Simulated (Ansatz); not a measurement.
Relaxation of BrClGaH3O (7 atoms, charge 0, multiplicity 1), to a largest force component of 0.03 eV/Å in at most 50 steps.

All numbers below come from RKS B3LYP/def2-SVP (Ansatz).

```xyz
7
Properties=species:S:1:pos:R:3
Ga 0.127 0.562 -0.497
O 0.019 -0.141 2.390
H -0.902 -0.170 2.686
Cl 1.981 -0.333 -1.110
H -1.276 0.001 -0.872
Br 0.320 2.728 0.508
H 0.264 0.811 2.481
```

Q: Where does it end, and by what steps?

A: The run converged. After 6 steps the energy has fallen by 0.465 eV; O2 moved furthest, 0.46 Å. Joined: Ga1–O2 (2.97 → 2.14 Å).

```csv
step,energy less start (eV),largest force component (eV/Å),accepted
0,0.0000,0.781,yes
1,-0.1344,1.226,yes
2,-0.3459,1.226,yes
3,-0.4228,1.129,yes
4,-0.4604,0.375,yes
5,-0.4648,0.077,yes
6,-0.4652,0.024,yes
```

```xyz
7
Properties=species:S:1:pos:R:3
Ga 0.074 0.554 -0.119
O 0.064 -0.019 1.945
H -0.792 -0.324 2.285
Cl 1.901 -0.400 -0.806
H -1.320 0.023 -0.574
Br 0.321 2.832 0.420
H 0.285 0.793 2.435
```

Whether the end is a true minimum wasn't checked by a vibrational analysis.

The run took 16 s on 4 threads of Intel(R) Xeon(R) Platinum 8259CL CPU @ 2.50GHz (Skylake/Cascade Lake), with other jobs on the host, peak memory 0.3 GiB.
